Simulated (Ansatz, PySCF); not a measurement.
Gas-phase reaction in SMILES: C=C(Cl)[SiH2]O[SiH3] + 6 [H][H] (H2) → 2 C (CH4) + Cl (HCl) + O (H2O) + 2 [SiH4] (SiH4)
Geometries: B3LYP-D3(BJ)/def2-TZVP minima from Ansatz (a first-principles code), one conformer each, not searched for the lowest. Frequencies are from Ansatz or PySCF.

Quantity: energy of full hydrogenation (enthalpy at 298 K, with B3LYP-D3(BJ) rigid-rotor harmonic-oscillator terms), in kcal/mol. Valence correlation only, unless marked. Spin-orbit coupling is left out. No relativistic terms. Basis-set limits of correlation are two-point, X^-3; Hartree-Fock from the larger set.

| level | program | energy of full hydrogenation (kcal/mol) |
|---|---|---|
| r2SCAN-D3(BJ)/def2-TZVPD | Ansatz + dftd3 | -20.9 |
| B3LYP-D4/def2-TZVPD | Ansatz + dftd4 | -20.9 |
| PBE0-D3(BJ)/def2-TZVP | Ansatz + dftd3 | -28.1 |
| r2SCANh-D4/def2-TZVPD | Ansatz + dftd4 | -23.3 |

**Question.** Estimate the value at CCSD(T)/CBS(cc-pV(T+d)Z,cc-pV(Q+d)Z) as computed with Ansatz.

**Answer.** -21.6 kcal/mol, so r2SCANh-D4/def2-TZVPD differs from it by -1.7 kcal/mol.
